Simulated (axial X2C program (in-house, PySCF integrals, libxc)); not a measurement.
# Bond lengths and stretching modes, held linear, of OSeO⁺

Computed with an axial X2C code built on PySCF integrals: two-component X2C with atomic mean-field Coulomb and Gaunt terms, Gaussian nuclei, basis O dyall-av3z, Se dyall-v3z with contracted cores. Spin-free rows use the one-electron spin-free X2C Hamiltonian.

Masses O 15.995, Se 79.917, O 15.995 u. States: 2c Ω = 1/2 (beyond evenly filled blocks: ω = 1/2); spin-free M_S = 1/2, Λ = 0 (beyond evenly filled blocks: σα).

PBE0, spin-free: energies above the lowest point

| r(O–Se) (Å) | r(Se–O) (Å) | E (meV) |
| --- | --- | --- |
| 1.5697 | 1.5697 | 82.26 |
| 1.5697 | 1.6100 | 34.79 |
| 1.5697 | 1.6502 | 49.15 |
| 1.6100 | 1.5697 | 34.79 |
| 1.6100 | 1.6100 | 0.00 |
| 1.6100 | 1.6502 | 27.53 |
| 1.6100 | 1.6905 | 98.97 |
| 1.6502 | 1.5697 | 49.15 |
| 1.6502 | 1.6100 | 27.53 |
| 1.6502 | 1.6502 | 69.15 |
| 1.6905 | 1.6100 | 98.97 |
| 1.6905 | 1.6905 | 257.57 |

Task: Fit a quadratic surface with cubic terms in each bond: where is the minimum, and what are the two stretching wavenumbers?

Result: At PBE0, spin-free: bonds 1.610 and 1.610 Å; harmonic stretches 847.2 and 899.6 cm⁻¹; force constants 6.23, 6.23 and coupling 1.40 mdyn/Å.

The other levels and Hamiltonians give:

```csv
Hamiltonian,level,r(O–Se) (Å),r(Se–O) (Å),lower stretch (cm⁻¹),upper stretch (cm⁻¹)
2c,PBE0,1.610,1.610,847.0,898.7
2c,TPSSh,1.628,1.628,826.5,852.9
spin-free,TPSSh,1.628,1.628,826.7,853.6
```

Each state is one determinant, the lowest of a limited PBE0 search; the stretches come from a fit to these few points and carry an uncertainty of a few per cent. Other orders of the atoms were not compared. Left out for rough or failed fits: HF 2c, MP2 2c, HF spin-free, MP2 spin-free. The molecule was held linear; bending was not examined, so a bent shape may lie lower.
